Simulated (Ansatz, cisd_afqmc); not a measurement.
Species: RbI, charge 1, doublet. RbI+ (parent SMILES [Rb][I], doublet).
B3LYP-D3(BJ)/def2-TZVP minimum from Ansatz (an electronic-structure program):
```xyz
2

Rb     0.0000     0.0000    -2.2673
I      0.0000     0.0000     1.5828
```
Charge +1, spin multiplicity 2.

Total energies in def2-TZVPP, 7 correlated electrons, 13 frozen orbitals. UHF or UKS for unpaired electrons; spin-orbit terms are left out. Cores are frozen in correlated methods (noble-gas shells, and filled d and f shells in the p block). Past Kr the def2 sets carry scalar-relativistic core potentials. AFQMC/CISD: phaseless, guided by CISD from CCSD amplitudes; bars are statistical, one sigma. Outlying blocks are dropped, and bars are widened where a walk drifts. Over all cases where full CI ran beside it in this data, AFQMC minus full CI had a median of +0.1 mEh and passed +0.4 mEh in a tenth of the cases. Spin-orbit terms, left out, reach several kcal/mol for Br and I, and more for heavier atoms. The spin of IRb+ (parent SMILES [Rb][I], doublet) was assumed, and the state is the lowest solution found for it.

| method | program | energy (Eh) | minus CCSDT(Q) (mEh) |
|---|---|---|---|
| HF | Ansatz | -320.32746 | 136.21 |
| MP2 | Ansatz | -320.44070 | 22.97 |
| CCSD | Ansatz | -320.45900 | 4.68 |
| CCSD(T) | Ansatz | -320.46302 | 0.66 |
| CCSDT(Q) | Ansatz | -320.46368 | 0.00 |
| AFQMC/CISD | cisd_afqmc | -320.4637 ± 0.0002 | 0.0 ± 0.2 |

Rough core times of Ansatz's runs on a shared machine: CCSD(T) 30 s, CCSDT(Q) 4 min.
